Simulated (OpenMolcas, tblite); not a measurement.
## BSiH4OF (SMILES FBO[SiH3]): methods side by side

BSiH4OF: 8 atoms, total charge 0, spin state singlet. As SMILES, `FBO[SiH3]`. The shape is that of a PBE0-D4/def2-TZVP optimisation. This is one conformer, not always the lowest.

```xyz
8

F    -1.5994   -1.6992    1.4261
B    -0.6854   -0.7876    1.1330
O    -0.4875   -0.4771   -0.1576
Si    0.5210    0.5728   -0.9454
H    -0.0753   -0.2785    2.0298
H    -0.3171    1.5310   -1.7024
H     1.3707    1.2957    0.0346
H     1.3650   -0.2143   -1.8737
```

Each level gives the dipole moment (D). The values are calculated.

| level | kind | program | value (D) | CPU time |
| --- | --- | --- | --- | --- |
| GFN1-xTB | semi-empirical | tblite | 1.54 | under 2 s |
| HF/6-311+G** | Hartree–Fock | OpenMolcas | 2.34 | 27 s |
| SVWN5/6-311+G** | LDA | OpenMolcas | 2.11 | 52 s |
| BLYP/6-311+G** | GGA | OpenMolcas | 2.02 | 68 s |
| r2SCAN/6-311+G** | meta-GGA | OpenMolcas | 2.03 | 86 s |
| B3LYP/6-311+G** | global hybrid | OpenMolcas | 2.13 | 69 s |
| M06-2X/6-311+G** | hybrid meta-GGA | OpenMolcas | 2.24 | 84 s |

The values span 1.54 to 2.34 D. Magnitudes only. CPU times are rough (shared hosts, several kinds of processor and program).
